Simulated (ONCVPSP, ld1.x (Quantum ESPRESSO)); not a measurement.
**Potentials for Co (Z = 27) compared**

Generated with ld1.x 7.5 (TM, RRKJ, ultrasoft, PAW), atompaw 4.2 or ONCVPSP 4.0.1. The cutoff is in Ry: for ld1.x and atompaw files where the sum of valence levels is converged to 10 mRy in a Bessel basis, for ONCV files where the hardest occupied wave has 1 mHa per electron of residual kinetic energy. The error is the largest all-electron minus pseudo excitation energy over each file’s own four to seven test configurations (ionisations up to +4, promotions, holes and added fractions of an electron), all of which were solved. The labels leave out finer settings (local radius, basis sizes, second energies), which also bear on the numbers. Spin-polarised tests are not counted. The rows are a selection from randomly drawn settings: files with unsolved tests, undetermined cutoffs or missed reference levels are left out.

| potential | cutoff (Ry) | largest error (meV) | bound ghosts |
| --- | --- | --- | --- |
| TM semilocal, PBE, scalar-relativistic, rc 2.30/0.95/0.95 (spd), local s, core correction yes, reference 3p6 3d7 4s2 4p0 | 230 | -51 | none |
| ONCV, PBE, scalar-relativistic, rc 1.15/1.45/1.00 (spd), local smoothed, core correction no, reference 3s2 3p6 3d7 4s1 4p1, qcut 13.2/9.4/18.3, projectors 2/2/2 | 216 | -0.8 | none |

Task: Fill in the row for Co: ONCV, PBEsol, scalar-relativistic, rc 1.45/1.00/1.10 (spd), local smoothed, core correction yes, reference 3s2 3p6 3d7 4s2, qcut 9.8/11.2/11.3, projectors 2/3/3.

Result: cutoff 178 Ry, largest error -4.6 meV, bound ghosts: none.

Task: Fill in the row for Co: ONCV, PBEsol, scalar-relativistic, rc 0.95/1.00/0.90 (spd), local smoothed, core correction yes, reference 3s2 3p6 3d6, qcut 15.4/11.3/16.6, projectors 2/2/1.

Result: cutoff 210 Ry, largest error +4.3 meV, bound ghosts: none.

Task: Fill in the row for Co: ONCV, PBEsol, scalar-relativistic, rc 0.95/1.05/0.95 (spd), local d, core correction no, reference 3s2 3p6 3d7, qcut 15.3/10.4/17, projectors 2/2/0.

Result: cutoff 222 Ry, largest error -3.0 meV, bound ghosts: none.
